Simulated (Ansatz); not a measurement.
The same path of CH₅GeNOS (10 atoms, charge 0, multiplicity 1) was run 3 times with different band settings. The coordinate that changes most is the dihedral C2–N4–Ge5–H10.

These are results of RKS PBE0-D4/def2-mTZVP in Ansatz 0.2.0, not measurements.

Relaxed end points:

```xyz
10
Properties=species:S:1:pos:R:3
O 0.440 -1.561 0.498
C 0.310 -0.439 0.933
S 0.621 -0.019 2.667
N -0.078 0.611 0.177
Ge -0.429 0.308 -1.636
H 0.951 -1.287 2.983
H -0.165 1.519 0.610
H 0.847 -0.193 -2.315
H -0.831 1.699 -2.152
H -1.583 -0.689 -1.761
```

```xyz
10
Properties=species:S:1:pos:R:3
O -1.259 -0.682 0.888
C -0.160 -0.196 1.041
S 0.611 -0.015 2.669
N 0.598 0.262 0.022
Ge -0.091 0.133 -1.713
H -0.443 -0.566 3.304
H 1.504 0.658 0.226
H 1.024 0.738 -2.580
H -1.378 0.957 -1.803
H -0.323 -1.342 -2.051
```

Common settings: climbing image yes; spring 5.0 eV/Å²; start path IDPP; force threshold 0.05 eV/Å; end points relaxed.

| run | movable images | optimiser | iteration limit | largest step |
| --- | --- | --- | --- | --- |
| 1 | 5 | quadratic models (default) | 50 | default |
| 2 | 5 | fire | 54 | 0.5 Å |
| 3 | 2 | quadratic models (default) | 60 | default |

**Question.** What does each run give, and how far can it be trusted?

**Answer.** Run 1: converged after 6 iterations, highest image 0.086 eV above the first end. A vibrational analysis at the climbing image gives one clearly imaginary mode, 123i cm⁻¹: a first-order saddle point.
Run 2: converged after 30 iterations, highest image 0.087 eV above the first end. Another band between the same ends (5 images) ends at a top of the same energy, where a vibrational analysis finds 1 clearly imaginary mode.
Run 3: converged after 11 iterations, highest image 0.086 eV above the first end. Another band between the same ends (5 images) ends at a top of the same energy, where a vibrational analysis finds 1 clearly imaginary mode. So few images can step over the top or miss a turn of the path.
